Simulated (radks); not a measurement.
Values are calculated unless marked as measured or tabulated.
Spherical quantum dot in the effective-mass picture: electrons in a parabolic well V = omega^2 r^2 / 2 with omega = 0.275, all in effective atomic units (hartree* = m*/eps^2 hartree, bohr* = eps/m* bohr), one dielectric constant everywhere. Level of theory: non-relativistic Kohn-Sham, exchange-only LDA, spin-polarised, spherical densities (a radial shooting solver with Libxc functionals). Levels are named by radial order and angular momentum (1s, 1p, 1d, 2s, ...), and open shells are averaged over m. Results are scaled to m* = 0.041 and eps = 4.7, for which hartree* = 50.51 meV and bohr* = 6.066 nm. Each electron was tried in the lowest free levels, single moves between levels near the top were tried too, and the lowest total energy was kept; such a search can miss a lower state. At N = 1 the Hartree and exchange-correlation terms need not cancel, so that row can carry a self-interaction error.

N,open shells,2S,E (meV),mu = E(N) - E(N-1) (meV),addition energy mu(N+1) - mu(N) (meV),e(HOMO) (meV),rms radius (nm)
1,"1s(up 1, down 0)",1,22.3500,22.350,19.50,29.750,14.43
2,none,0,64.2033,41.853,22.29,47.907,16.08
3,"1p(up 1, down 0)",1,128.347,64.144,11.29,69.764,18.31
4,"1p(up 2, down 0)",2,203.783,75.435,11.22,81.084,19.74
5,"1p(up 3, down 0)",3,290.436,86.654,14.84,92.174,20.85
6,"1p(up 3, down 1)",2,391.926,101.49,9.600,106.24,21.90
7,"1p(up 3, down 2)",1,503.015,111.09,9.707,115.95,22.79
8,none,0,623.811,120.80,16.92,125.62,23.60
9,"1d(up 1, down 0)",1,761.529,137.72,8.778,142.12,24.53
10,"1d(up 2, down 0)",2,908.026,146.50,8.693,150.86,25.36
11,"1d(up 3, down 0)",3,1063.22,155.19,8.582,159.50,26.11
12,"1d(up 4, down 0)",4,1226.99,163.77,8.460,168.02,26.80
13,"1d(up 5, down 0)",5,1399.22,172.23,11.13,176.42,27.44
14,"1d(up 5, down 0) 2s(up 1, down 0)",6,1582.57,183.36,8.221,187.45,28.06
15,"1d(up 5, down 2)",3,1774.15,191.58,7.592,195.28,28.64
16,"1d(up 5, down 3)",2,1973.32,199.17,7.738,203.05,29.19
17,"1d(up 5, down 4)",1,2180.23,206.91,7.667,210.75,29.72
18,none,0,2394.80,214.57,9.079,218.38,30.22
19,"2s(up 1, down 0)",1,2618.46,223.65,9.017,227.43,30.72
20,none,0,2851.13,232.67,10.34,236.34,31.20
21,"1f(up 1, down 0)",1,3094.14,243.01,7.061,246.55,31.70
22,"1f(up 2, down 0)",2,3344.20,250.07,7.007,253.58,32.18
23,"1f(up 3, down 0)",3,3601.28,257.08,6.951,260.56,32.65
24,"1f(up 4, down 0)",4,3865.31,264.03,6.893,267.48,33.09
25,"1f(up 5, down 0)",5,4136.23,270.92,6.835,274.35,33.52
26,"1f(up 6, down 0)",6,4413.98,277.75,6.777,281.15,33.93
27,"1f(up 7, down 0)",7,4698.51,284.53,8.978,287.90,34.33
28,"1f(up 7, down 1)",6,4992.02,293.51,6.504,296.77,34.73
29,"1f(up 7, down 2)",5,5292.03,300.01,6.470,303.25,35.11
30,"1f(up 7, down 3)",4,5598.52,306.48,6.433,309.71,35.49
31,"1f(up 7, down 4)",3,5911.43,312.92,6.394,316.12,35.85
32,"1f(up 7, down 5)",2,6230.74,319.31,6.353,322.49,36.21
33,"1f(up 7, down 6)",1,6556.41,325.66,6.311,328.83,36.56
34,none,0,6888.38,331.97,8.369,335.12,36.90
35,"2p(up 1, down 0)",1,7228.73,340.34,6.244,343.47,37.24
36,"2p(up 2, down 0)",2,7575.32,346.59,-,349.71,37.57

All shells are closed at N = 2, 8, 18, 20, 34 (there: 1s2 1p6 1d10 2s2 1f14); the second difference of the energy has clear peaks (12 % above both neighbours; the first and last values, which can be the largest, are not judged, and half-filled shells can peak too) at N = 2, 5, 8, 13, 20, 27, 34.
